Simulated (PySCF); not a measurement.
C4H8O2, SMILES O[C@@H]1[C@](C1)(O)C.

Geometry: ωB97X-D3(BJ)/def2-SVP. The structure was generated by enumeration; whether it is a known compound was not checked. The values are those of a single conformer.

Two levels are set side by side: TDDFT-PBE/def2-SVPD (PySCF) and TDDFT-LC-ωPBE/def2-SVPD (PySCF). Vertical, same geometry. The lowest singlet is HOMO→LUMO 100 % with PBE and HOMO→LUMO 41 %, HOMO−1→LUMO 18 %, HOMO→LUMO+1 17 % with the other functional; states are paired by order. Differences are taken from unrounded values.

```
quantity                              TDDFT-LC-ωPBE
------------------------------------  -------------
lowest singlet excitation (eV)                 7.48
lowest triplet excitation (TDA) (eV)           7.20
```

**Question.** What does TDDFT-PBE give, and how far is it from TDDFT-LC-ωPBE? (The exact figures need the calculation; the answer reports its results.)

**Answer.** 
```
quantity                              TDDFT-PBE  TDDFT-PBE minus TDDFT-LC-ωPBE
------------------------------------  ---------  -----------------------------
lowest singlet excitation (eV)             5.71                          -1.77
lowest triplet excitation (TDA) (eV)       5.59                          -1.60
```

Functionals without exact exchange tend to place singlet excitations lower, as here. Differences between two approximate levels are no errors against the true value.

Rough cost on one machine, each run with all the roots and properties that it gave: TDDFT-LC-ωPBE against TDDFT-PBE about 7 times.
